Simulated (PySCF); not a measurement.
**Two-component Hartree-Fock for As⁺ (arsenic, charge +1)**

Start: [Ar] 3d10 4s2 4p2; 4p1/2 filled at m_j = -1/2, +1/2. Calculated with PySCF 2.14 in x2c-TZVPall-2c (6s7p4d1f, 54 functions): generalised Hartree-Fock with the X2C-1e Hamiltonian and a Gaussian nucleus; one run each with spin-orbit coupling (SO) switched off, then screened by Boettger's factors.

| spinor shell | electrons | ε, spin-free (eV) | ε, screened SO (eV) | weight of nominal j (screened SO) | rms radius, screened SO (bohr) |
| --- | --- | --- | --- | --- | --- |
| 1s1/2 | 2 | -11954.9 | -11954.5 | 1.000 | 0.0524 |
| 2s1/2 | 2 | -1582.4 | -1582.3 | 1.000 | 0.219 |
| 2p1/2 | 2 | -1383.8 | -1408.9 | 1.000 | 0.194 |
| 2p3/2 | 4 | -1383.8 | -1371.6 | 1.000 | 0.197 |
| 3s1/2 | 2 | -235.30 | -235.23 | 1.000 | 0.639 |
| 3p1/2 | 2 | -171.53 | -175.23 | 0.997 | 0.659 |
| 3p3/2 | 4 | -171.53 | -169.66 | 0.999 | 0.670 |
| 3d3/2 | 4 | -66.350 | -66.797 | 0.980 | 0.748 |
| 3d5/2 | 6 | -66.350 | -65.948 | 0.987 | 0.749 |
| 4s1/2 | 2 | -27.882 | -27.855 | 0.999 | 2.06 |
| 4p1/2 | 2 | -18.345 | -18.390 | 0.572 | 2.51 |

```tsv
quantity	spin-free	screened SO
E (hartree)	-2258.61289	-2258.71237
M_J	0	0
⟨J²⟩	2.009	1.625
⟨L²⟩	2.006	2.008
⟨S²⟩	2.003	1.985
```

The determinant has a definite M_J but mixes levels of different J.

Each row is a mean over spinors that exchange with the open shell spreads, by up to 5.010 eV (4s1/2).

Rows whose weight is well below 1 are mixtures of j = l ± 1/2: exchange outweighs spin-orbit coupling there, and the label is only the starting occupation.

Without spin-orbit coupling the j labels of p, d and f shells carry no meaning; the spin-free column gives the mean over the occupied spinors of each nl shell.
